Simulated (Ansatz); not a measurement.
Consider the isomerisation: `O[C]1(S)[NH][GeH2]1` → `O=C(S)[NH][GeH3]`.

Computed with Ansatz on PBE0-D4/def2-TZVP structures; ΔE is electronic, products minus reactants. CBS: MP2 limit from def2 TZ/QZ plus the TZ coupled-cluster correction, frozen cores. DFT in def2-TZVPP. B3LYP here is the variant with VWN-RPA as its local correlation; programs differ in this. For Ge outer-core shells are correlated without core-valence functions, which leaves a few kJ/mol of doubt a bond. Scalar relativity is left out up to krypton. One conformer a species, not always the lowest.

`O[C]1(S)[NH][GeH2]1`:

Z-matrix (Å, degrees):
```
C
S 1 1.800
N 1 1.451 2 110.1
O 1 1.385 2 114.0 3 -134.9
Ge 1 1.937 2 123.5 3 73.9
H 2 1.344 1 95.7 3 -166.3
H 3 1.015 1 110.8 2 -129.8
H 4 0.967 1 107.3 2 41.0
H 5 1.524 1 123.7 2 -9.9
H 5 1.526 1 117.7 2 161.6
```

`O=C(S)[NH][GeH3]`:

Z-matrix (Å, degrees):
```
Ge
N 1 1.867
H 1 1.530 2 109.1
H 1 1.536 2 103.1 3 -118.6
H 1 1.530 2 109.0 3 122.9
C 2 1.350 1 118.1 3 -61.5
H 2 1.007 1 123.2 3 118.5
S 6 1.796 2 113.7 1 -180.0
O 6 1.208 2 123.3 1 0.0
H 8 1.340 6 93.1 2 -180.0
```

(1) Is it downhill or uphill in electronic energy at CCSD(T)/CBS, and by how much? (An estimate is asked.)

(2) What do these levels give: PBE-D4, r2SCAN-D4, B2PLYP, PBE, r2SCAN, PBE0, B3LYP, MP2/def2-TZVPP, SCS-MP2/def2-TZVPP, CCSD/def2-TZVPP, SCS-MP2/def2-QZVPP, MP2/CBS(def2)? (Best estimate.)

Largest T1 diagnostic among the species: 0.015.

Answers

(1) The calculation gave: Downhill: ΔE = -48.2 kcal/mol.

(2) Ansatz gave: PBE-D4 -49.3, r2SCAN-D4 -52.6, B2PLYP -53.8, PBE -49.6, r2SCAN -52.6, PBE0 -50.5, B3LYP -54.8, MP2/def2-TZVPP -49.9, SCS-MP2/def2-TZVPP -52.1, CCSD/def2-TZVPP -52.1, SCS-MP2/def2-QZVPP -50.7, MP2/CBS(def2) -47.1 kcal/mol.

From PBE to PBE0 (25 % exact exchange), in def2-TZVPP and without D4, ΔE moves by −0.9 kcal/mol. In def2-TZVPP, CCSD(T) changes the Hartree–Fock value by +13.3 kcal/mol (the triples alone add +1.1 kcal/mol) and MP2 by +14.4 kcal/mol.
